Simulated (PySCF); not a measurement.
A structure optimised at PBE-D3(BJ)/def2-SVP, used in a PySCF frequency run:

```xyz
13

Sn    -0.1437    -0.7958     0.3223
S      2.1270     0.1019     0.4554
C      1.7686     1.8634     0.0727
S     -1.3491     0.4361    -1.4155
C     -2.1579     1.7221    -0.3778
H     -1.0488    -0.5229     1.7798
H     -0.0143    -2.4646    -0.0983
H      1.0830     1.9441    -0.7952
H      2.7372     2.3297    -0.1908
H      1.3419     2.3969     0.9452
H     -1.4269     2.4532     0.0189
H     -2.7312     1.2783     0.4591
H     -2.8638     2.2557    -1.0432
```
Charge 0, spin multiplicity 1.

Question: Write its SMILES and formula.

Answer: C[S][SnH2][S]C, C2H8S2Sn

Question: What are its rotational constants (standard atomic weights)?

Answer: 2.0785, 1.2469, 0.88334 GHz
